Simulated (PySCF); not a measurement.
Computed IR spectrum (relative IR intensity) of a molecule C3H6F2Si. Coordinates come from a PBE0-D3(BJ)/def2-SVP optimisation. One conformer was computed; it need not be the lowest. Level of theory: PBE0-D3(BJ)/def2-SVP (PySCF). Frequencies are harmonic and unscaled.

Lines under 2 % of the strongest are left out, and lines within 2 cm⁻¹ are merged.

```
ν (cm⁻¹)  relative intensity
--------  ------------------
252                      2.5
624                       19
702                       17
750                      8.8
812                      3.4
840                      7.1
869                       12
932                      100
958                       38
988                      8.4
1020                     9.4
1047                      37
1074                     9.9
1173                     5.5
1232                      16
1313                      13
1397                      11
1483                      21
2263                      40
2272                      47
3194                     4.3
```

Task: Pick the molecule that these values belong to.
(A) FC(F)/C=C/[SiH3]
(B) C/C(F)=C(/F)[SiH3]
(C) C/C(F)=C/[SiH2]F
(D) F[SiH2][C@@H]1C[C@@H]1F

Result: D, F[SiH2][C@@H]1C[C@@H]1F
